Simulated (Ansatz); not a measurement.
Input for Ansatz (an electronic-structure program): R-PBE0/def2-TZVPPD on C3H5NO (a complex), monomers drawn apart or pushed together. Files ending in .json are basis or fitting sets from the Basis Set Exchange.

Ansatz 0.2 input:
```yaml
crystal:
  periodic: [false, false, false]
  atoms:
    - {symbol: C, position_ang: [-0.46930834, -0.45528439, 0.16497162]}
    - {symbol: O, position_ang: [0.66485995, -0.05572211, 0.13568639]}
    - {symbol: H, position_ang: [-0.71021650, -1.52942070, 0.25603581]}
    - {symbol: H, position_ang: [-1.33382768, 0.22935422, 0.10211369]}
    - {symbol: C, position_ang: [1.20701339, 0.44239297, 3.72209059]}
    - {symbol: C, position_ang: [-0.15774748, -0.04549615, 3.63677973]}
    - {symbol: N, position_ang: [-1.23455590, -0.43410160, 3.52657694]}
    - {symbol: H, position_ang: [1.22730748, 1.42990057, 4.18325378]}
    - {symbol: H, position_ang: [1.81568560, -0.23940258, 4.31616828]}
    - {symbol: H, position_ang: [1.62062271, 0.50772456, 2.71415306]}
basis:
  gaussian:
    orbitals: def2-TZVPPD.json
hamiltonian:
  xc: {name: PBE0}
scf: {lower_state_search: off}
```

Task: Give the final energy of this run.

Result: -247.0677 hartree.

Task: How many basis functions does it have, and what does it roughly cost on one machine?

Result: 273 functions; roughly 6 core-seconds.
